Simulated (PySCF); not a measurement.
## Polarisability and C₆ of C⁻ (carbon, charge -1)

[He] 2s2 2p3, high-spin 4S determinant. All numbers are calculated (PySCF 2.14, the spin-free X2C one-electron Hamiltonian (Gaussian nucleus), in x2c-TZVPPall with one added diffuse shell each of s, p, d type (6s4p3d1f, 40 functions)). Coupled (time-dependent) response in atomic units; α is the mean over directions.

```csv
method,mean α (bohr³),C₆ (like pair),S(−4)
UHF,38.75,269.8,1168
```

S(−4) is the Cauchy moment in α(ω) = α(0) + S(−4) ω² + …

α(iu) at UHF:

```json
{"u (hartree)": "0", "α(iu) (bohr³)": "38.75"}
{"u (hartree)": "0.0500", "α(iu) (bohr³)": "36.16"}
{"u (hartree)": "0.100", "α(iu) (bohr³)": "30.91"}
{"u (hartree)": "0.200", "α(iu) (bohr³)": "21.81"}
{"u (hartree)": "0.300", "α(iu) (bohr³)": "15.83"}
{"u (hartree)": "0.500", "α(iu) (bohr³)": "9.054"}
{"u (hartree)": "0.750", "α(iu) (bohr³)": "5.184"}
{"u (hartree)": "1.00", "α(iu) (bohr³)": "3.338"}
{"u (hartree)": "1.50", "α(iu) (bohr³)": "1.715"}
{"u (hartree)": "2.00", "α(iu) (bohr³)": "1.043"}
{"u (hartree)": "3.00", "α(iu) (bohr³)": "0.5029"}
{"u (hartree)": "5.00", "α(iu) (bohr³)": "0.1947"}
```

A single London oscillator, α(iu) = α/(1 + u²/ω²), gives C₆ = (3/4) ω α². Matching the computed C₆ needs ω = 4 × 269.8 / (3 × 38.75²) = 0.240 hartree.

For an ion, C₆ is the dispersion term alone; charge-induced terms of lower order in 1/R come first.
